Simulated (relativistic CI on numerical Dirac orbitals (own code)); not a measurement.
# Level scheme of In38+

Method of calculation: Dirac-Coulomb-Breit CI, orbitals from a KLI potential per configuration, model QED (radiative potential, 1s self-energy scaled to tabulated hydrogen-like ionisation energies), unscaled Slater integrals (own radial code, finite nucleus).

Configurations in the expansion (outside the closed core [Ne]): 3s, 3p, 3d, 4s, 4p, 4d, 4f, 5s, 5p, 5d, 5f, 5g, 6s, 6p, 6d. Levels of other configurations are missing.

The lowest level is 3s 2S_1/2, with 100 % of that term; Hund's rules for 3s give 2S with J = 1/2, in agreement.

| No. | Configuration | Term | J | E (eV) | % | Landé g | Lifetime (s) |
| --- | --- | --- | --- | --- | --- | --- | --- |
| 1 | 3s | 2S | 1/2 | 0.00 | 100 | 1.995 |  |
| 2 | 3p | 2P° | 1/2 | 87.34 | 100 | 0.659 | 4.94e-11 |
| 3 | 3p | 2P° | 3/2 | 142.21 | 100 | 1.329 | 1.11e-11 |
| 4 | 3d | 2D | 3/2 | 254.45 | 100 | 0.794 | 9.04e-12 |
| 5 | 3d | 2D | 5/2 | 266.39 | 100 | 1.195 | 1.93e-11 |
| 6 | 4s | 2S | 1/2 | 1200.54 | 100 | 1.998 | 1.24e-13 |
| 7 | 4p | 2P° | 1/2 | 1236.56 | 100 | 0.662 | 1.05e-13 |
| 8 | 4p | 2P° | 3/2 | 1258.80 | 100 | 1.331 | 1.27e-13 |
| 9 | 4d | 2D | 3/2 | 1301.16 | 100 | 0.797 | 6.23e-14 |
| 10 | 4d | 2D | 5/2 | 1306.38 | 100 | 1.198 | 6.13e-14 |
| 11 | 4f | 2F° | 5/2 | 1328.56 | 100 | 0.854 | 2.92e-14 |
| 12 | 4f | 2F° | 7/2 | 1330.76 | 100 | 1.141 | 2.95e-14 |
| 13 | 5s | 2S | 1/2 | 1732.53 | 100 | 2.000 | 1.52e-13 |
| 14 | 5p | 2P° | 1/2 | 1750.64 | 100 | 0.664 | 1.30e-13 |
| 15 | 5p | 2P° | 3/2 | 1761.79 | 100 | 1.332 | 1.53e-13 |
| 16 | 5d | 2D | 3/2 | 1782.48 | 100 | 0.798 | 8.36e-14 |
| 17 | 5d | 2D | 5/2 | 1785.18 | 100 | 1.199 | 8.33e-14 |
| 18 | 5f | 2F° | 5/2 | 1796.16 | 100 | 0.855 | 5.46e-14 |
| 19 | 5f | 2F° | 7/2 | 1797.28 | 100 | 1.142 | 5.53e-14 |
| 20 | 5g | 2G | 7/2 | 1798.70 | 100 | 0.887 | 1.00e-13 |
| 21 | 5g | 2G | 9/2 | 1799.38 | 100 | 1.110 | 1.01e-13 |
| 22 | 6s | 2S | 1/2 | 2014.25 | 100 | 2.001 | 2.10e-13 |
| 23 | 6p | 2P° | 1/2 | 2024.59 | 100 | 0.664 | 1.80e-13 |
| 24 | 6p | 2P° | 3/2 | 2030.96 | 100 | 1.333 | 2.09e-13 |
| 25 | 6d | 2D | 3/2 | 2042.63 | 100 | 0.798 | 1.22e-13 |
| 26 | 6d | 2D | 5/2 | 2044.19 | 100 | 1.199 | 1.22e-13 |

Energies count from the lowest computed level; ° marks odd parity; lifetimes are radiative, by E1, M1, E2, M2 decay to levels of this space only.

The mean weight of the leading LS term, summed over parents, in these 26 levels is 100 %, and that of the leading jj configuration (from the same eigenvectors) 100 %.

At this charge energies of transitions that change n are usually good to better than 1 %, and those within a shell (Δn = 0) to a few per cent.
